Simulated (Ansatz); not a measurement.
`C[O][Nb]([F])([F])([F])[N](C)C`, relaxed with RKS PBE0-D4/def2-TZVP in Ansatz 0.2.0 from a GFN2-xTB geometry. The force threshold is 0.005 eV/Å; the program also tests the step.

Total charge 0; spin multiplicity 1. Nb: def2 effective core potential.

Start:

```xyz
18

C     2.519    1.492    0.220
O     1.170    1.292    0.093
Nb   -0.573    1.290   -0.073
F    -0.455    1.822   -1.889
F    -2.379    1.585   -0.232
F    -0.755    1.836    1.741
N    -0.794   -0.663   -0.053
C     0.183   -1.645    0.394
C    -1.989   -1.349   -0.532
H     2.737    1.942    1.200
H     3.055    0.536    0.137
H     2.870    2.164   -0.577
H     0.543   -2.245   -0.453
H     1.031   -1.148    0.873
H    -0.276   -2.322    1.126
H    -2.469   -1.893    0.291
H    -1.717   -2.066   -1.317
H    -2.700   -0.630   -0.948
```

```tsv
step	energy (eV)	largest force (eV/Å)	largest move (Å)
1	-16493.4393	3.078	0.000
2	-16493.7909	0.395	0.084
3	-16493.8124	0.210	0.049
4	-16493.8201	0.101	0.051
5 (rejected)	-16493.8187	0.133	0.061
6	-16493.8241	0.026	0.029
7	-16493.8255	0.074	0.050
8	-16493.8266	0.019	0.038
9	-16493.8273	0.025	0.031
10	-16493.8279	0.042	0.045
11	-16493.8284	0.056	0.044
13	-16493.8290	0.046	0.037
15	-16493.8293	0.015	0.017
17	-16493.8295	0.027	0.029
19	-16493.8302	0.052	0.014
21	-16493.8322	0.093	0.014
23 (rejected)	-16493.8328	0.198	0.146
25	-16493.8357	0.012	0.035
27	-16493.8370	0.030	0.020
29	-16493.8371	0.010	0.008
30	-16493.8371	0.003	0.007
```

End:

```xyz
18

C     2.541    1.645    0.335
O     1.248    1.167    0.540
Nb   -0.525    1.142   -0.036
F     0.184    1.775   -1.678
F    -2.180    1.673   -0.768
F    -1.129    1.861    1.595
N    -0.820   -0.767   -0.071
C     0.194   -1.781    0.147
C    -2.129   -1.344   -0.331
H     2.768    2.435    1.056
H     3.257    0.830    0.474
H     2.634    2.037   -0.683
H     0.302   -2.410   -0.744
H     1.156   -1.326    0.373
H    -0.092   -2.427    0.986
H    -2.451   -1.949    0.525
H    -2.087   -1.993   -1.213
H    -2.872   -0.568   -0.508
```

Run time 63 s (6 threads of an AMD EPYC 7R13 on a shared host and a share of an NVIDIA H100 80 GB); peak host memory 1 GiB.
